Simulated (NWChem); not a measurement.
System: GaH2O2F; SMILES [OH][Ga]([OH])[F]

Input file for NWChem:

```
start job
memory heap 200 mb stack 900 mb global 1100 mb
geometry units angstroms noautoz
  Ga     0.001296     0.008843     0.000000
  F     -1.082506    -1.357388     0.000000
  O     -0.701771     1.625461     0.000000
  H     -0.037187     2.323021     0.000000
  O      1.746182    -0.283323     0.000000
  H      1.975585    -1.219163     0.000000
end
basis spherical
  Ga library aug-cc-pvdz
  F library aug-cc-pvdz
  O library aug-cc-pvdz
  H library aug-cc-pvdz
end
dft
  xc hfexch
  iterations 150
  vectors input atomic output neutral.movecs
end
task dft energy
charge 1
dft
  odft
  mult 2
  vectors input atomic output cation.movecs
end
task dft energy
charge -1
dft
  odft
  mult 2
  vectors input atomic output anion.movecs
end
task dft energy
```

Excerpt of the output:

```
             Northwest Computational Chemistry Package (NWChem) 7.3.0
             --------------------------------------------------------

 CS  symmetry detected

                             Geometry "geometry" -> ""
                             -------------------------

 Output coordinates in angstroms (scale by  1.889725989 to convert to a.u.)

  No.       Tag          Charge          X              Y              Z
 ---- ---------------- ---------- -------------- -------------- --------------
    1 Ga                  31.0000    -0.00571340     0.01259852     0.00000000
    2 F                    9.0000    -1.41777471    -1.01077667     0.00000000
    3 O                    8.0000    -0.24681512     1.75891662     0.00000000
    4 H                    1.0000     0.58124911     2.25143209     0.00000000
    5 O                    8.0000     1.59575602    -0.73925508     0.00000000
    6 H                    1.0000     1.56431147    -1.70228856     0.00000000

 Effective nuclear repulsion energy (a.u.)     297.7421848818

      Symmetry information
      --------------------

 Group name             Cs
 Group number              2
 Group order               2
 No. of unique centers     6

  xc_inp: hfexch multiplicative factor not found.

                                 NWChem DFT Module
                                 -----------------

 Summary of "ao basis" -> "ao basis" (spherical)
 ------------------------------------------------------------------------------
       Tag                 Description            Shells   Functions and Types
 ---------------- ------------------------------  ------  ---------------------
 Ga                       aug-cc-pvdz               14       36   6s5p3d
 F                        aug-cc-pvdz                9       23   4s3p2d
 O                        aug-cc-pvdz                9       23   4s3p2d
 H                        aug-cc-pvdz                5        9   3s2p

      Symmetry analysis of basis
      --------------------------

        a'         87
        a"         36

            General Information
            -------------------
          SCF calculation type: DFT
          Wavefunction type:  closed shell.
          No. of atoms     :     6
          No. of electrons :    58
           Alpha electrons :    29
            Beta electrons :    29
          Charge           :     0
          Spin multiplicity:     1
          Use of symmetry is: on ; symmetry adaption is: on
          Maximum number of iterations: 150
          AO basis - number of functions:   123
                     number of shells:    51
          Convergence on energy requested:  1.00D-06
          Convergence on density requested:  1.00D-05
          Convergence on gradient requested:  5.00D-04

              XC Information
              --------------
                     Hartree-Fock (Exact) Exchange  1.000

      Superposition of Atomic Density Guess
      -------------------------------------

 Sum of atomic energies:       -2173.11516149

      Non-variational initial energy
      ------------------------------

 Total energy =   -2173.623714
 1-e energy   =   -3623.321527
 2-e energy   =    1151.955628
 HOMO         =      -0.489025
 LUMO         =      -0.091976

      Symmetry analysis of molecular orbitals - initial
      -------------------------------------------------

  Numbering of irreducible representations:

     1 a'          2 a"

  Orbital symmetries:

     1 a'          2 a'          3 a'          4 a'          5 a"
     6 a'          7 a'          8 a'          9 a'         10 a'
    11 a'         12 a"         13 a'         14 a'         15 a'
    16 a'         17 a'         18 a"         19 a"         20 a'
    21 a'         22 a'         23 a'         24 a"         25 a'
    26 a'         27 a'         28 a"         29 a"         30 a'
    31 a"         32 a'         33 a'         34 a'         35 a'
    36 a"         37 a'         38 a'         39 a'

   convergence    iter        energy       DeltaE   RMS-Dens  Diis-err
 ---------------- ----- ----------------- --------- --------- ---------
 d= 0,ls=0.0,diis     1  -2173.5799524265 -2.47D+03  7.38D-03  1.15D+00
 d= 0,ls=0.0,diis     2  -2173.6525548969 -7.26D-02  2.58D-03  4.85D-01
 d= 0,ls=0.0,diis     3  -2173.6942050079 -4.17D-02  5.49D-04  3.43D-03
 d= 0,ls=0.0,diis     4  -2173.6948043129 -5.99D-04  1.53D-04  1.55D-04
 d= 0,ls=0.0,diis     5  -2173.6948474515 -4.31D-05  4.02D-05  2.52D-05
  Resetting Diis
 d= 0,ls=0.0,diis     6  -2173.6948527870 -5.34D-06  2.73D-05  5.08D-06
 d= 0,ls=0.0,diis     7  -2173.6948542962 -1.51D-06  5.64D-06  3.36D-07
 d= 0,ls=0.0,diis     8  -2173.6948544022 -1.06D-07  3.74D-06  8.95D-08

         Total DFT energy =    -2173.694854402181
      One electron energy =    -3626.012054119461
           Coulomb energy =     1255.543585893160
    Exchange-Corr. energy =     -100.968571057723
 Nuclear repulsion energy =      297.742184881844

 Numeric. integr. density =        0.000000000000

                  Occupations of the irreducible representations
                  ----------------------------------------------

                     irrep           alpha         beta
                     --------     --------     --------
                     a'               22.0         22.0
                     a"                7.0          7.0

                       DFT Final Molecular Orbital Analysis
                       ------------------------------------

[...]
```

Level: Hartree-Fock/aug-cc-pVDZ, vertical spin-unrestricted ions. All runs use the structure optimised with PBE0/def2-SVP.
